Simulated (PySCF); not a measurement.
## Molybdenum: a sound run and one with changed settings

Sound run: Mo⁺ [Kr] 4d5, Mo²⁺ [Kr] 4d4. All numbers are calculated (PySCF 2.14, scalar relativity through the core potential, in cc-pVDZ-PP with ECP28MDF). In the sound run the correlated levels freeze 4s2 4p6 outside the core potential. The sound run starts from symmetry-adapted Hartree-Fock orbitals and uses a fine grid where one is needed.

Changed run: initial guess 1e, at most 50 SCF cycles.

```tsv
species	method	sound run (hartree)	changed run (hartree)	converged
Mo⁺	UHF	-67.11424	-67.11424	yes
Mo⁺	B3LYP	-67.62703	-67.62703	yes
Mo⁺	TPSS	-67.59158	-67.59158	yes
Mo⁺	MP2	-67.15763	-67.15763	yes
Mo²⁺	UHF	-66.55778	-66.55778	yes
Mo²⁺	B3LYP	-67.03100	-67.03100	yes
Mo²⁺	TPSS	-66.99749	-66.99828	yes
Mo²⁺	MP2	-66.58176	-66.58177	yes
```

Ionisation energy of Mo⁺:

```tsv
method	sound run (eV)	changed run (eV)
UHF	15.142	15.142
B3LYP	16.219	16.219
TPSS	16.166	16.145
MP2	15.670	15.670
SCS-MP2	15.318	15.318
```

Where the changed run lies lower, it found another determinant of the same configuration, with other orbitals of the open shell filled.

For comparison, NIST gives 16.16 ± 0.12 eV between the lowest levels.
